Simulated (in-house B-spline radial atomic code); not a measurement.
KLI/ALDAx excitations of Al II (Al+)

Method: KLI/ALDAx. Computed with an all-electron radial atomic-structure program (B-spline basis): linear response of the closed shell [Ne] 3s2 with the adiabatic LDA exchange kernel on the exchange-only KLI potential; scalar-relativistic (spin-free one-electron X2C), finite nucleus, no spin-orbit coupling, no double excitations, S, P, D and F terms only.

Command:
```bash
python run_td.py task.json out
```
Settings (radii: box in bohr, nucleus in fm):
```
Z                        13
electrons                12
configuration            [Ne] 3s2
hamiltonian              x2c
method                   kli
box_radius               41.61
rms_radius               3.061
intervals                112
```

Run time, properties included: 1 s on 1 thread of Arm Neoverse N1, with other jobs on the host.

The lowest states, in the order of their Tamm-Dancoff energies; the method's threshold (minus the highest occupied level) is 17.755 eV. Labels give the largest channel, * marks a mixed state, and oscillator strengths are full-response dipole values. Measured ¹D terms are left out, since they can mix with doubly excited terms. Semilocal kernels can invert the small singlet-triplet splittings of Rydberg terms. Energies in eV:

```json
{"state": "3s → 3p 3P", "full response": "?", "Tamm-Dancoff": "?", "oscillator strength": "-", "measured (J-weighted term)": "?"}
{"state": "3s → 3p 1P", "full response": "7.377", "Tamm-Dancoff": "7.750", "oscillator strength": "1.76", "measured (J-weighted term)": "7.421"}
{"state": "3s → 4s 3S", "full response": "?", "Tamm-Dancoff": "?", "oscillator strength": "-", "measured (J-weighted term)": "?"}
{"state": "3s → 3d 3D", "full response": "10.396", "Tamm-Dancoff": "10.458", "oscillator strength": "-", "measured (J-weighted term)": "11.847"}
{"state": "3s → 4s 1S", "full response": "11.032", "Tamm-Dancoff": "11.052", "oscillator strength": "-", "measured (J-weighted term)": "11.822"}
{"state": "3s → 3d 1D", "full response": "11.314", "Tamm-Dancoff": "11.319", "oscillator strength": "-", "measured (J-weighted term)": "-"}
{"state": "3s → 4p 3P", "full response": "11.908", "Tamm-Dancoff": "11.928", "oscillator strength": "-", "measured (J-weighted term)": "13.075"}
{"state": "3s → 4p 1P", "full response": "12.394", "Tamm-Dancoff": "12.456", "oscillator strength": "0.011", "measured (J-weighted term)": "13.257"}
{"state": "3s → 5s 3S", "full response": "13.829", "Tamm-Dancoff": "13.835", "oscillator strength": "-", "measured (J-weighted term)": "14.890"}
{"state": "3s → 4d 3D", "full response": "13.908", "Tamm-Dancoff": "13.922", "oscillator strength": "-", "measured (J-weighted term)": "15.062"}
```

Q: Where does 3s → 4s 3S lie?

A: At 10.266 eV in full response, 10.286 eV in Tamm-Dancoff; measured 11.317 eV.

Q: Where does 3s → 3p 3P lie?

A: At 3.777 eV in full response, 4.094 eV in Tamm-Dancoff; measured 4.651 eV.

Q: How large is the singlet-triplet splitting of 3s → 3p (P terms) in Tamm-Dancoff?

A: 3.66 eV, from the unrounded values.

Q: What polarisabilities and dispersion coefficient does the method give?

A: Dipole 24.41 bohr³, quadrupole 139.5 bohr⁵, C6 124.6 hartree·bohr⁶ for two such species.
